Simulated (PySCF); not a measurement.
Vertical excitations of a molecule C3H6O2Si from PySCF with TDA-PBE/def2-SVPD, as energy in eV (oscillator strength): 4.91 (0.025), 5.83 (0.007), 6.02 (0.005), 6.18 (0.017), 6.30 (0.029), 6.47 (0.021), 6.53 (0.042), 6.58 (0.003), 6.85 (0.019), 6.93 (0.004). Lowest triplet (TDA): 4.08 eV. The structure is a stationary point at B3LYP-D3(BJ)/def2-SVP. Other conformers were not sampled.

Task: Which structure fits?
(A) C#C[Si@@H](O)CO
(B) C=CC(=O)O[SiH3]
(C) O[SiH2][C@@H]1C=CO1
(D) C=C1CO[Si@H]1O

Result: C, O[SiH2][C@@H]1C=CO1
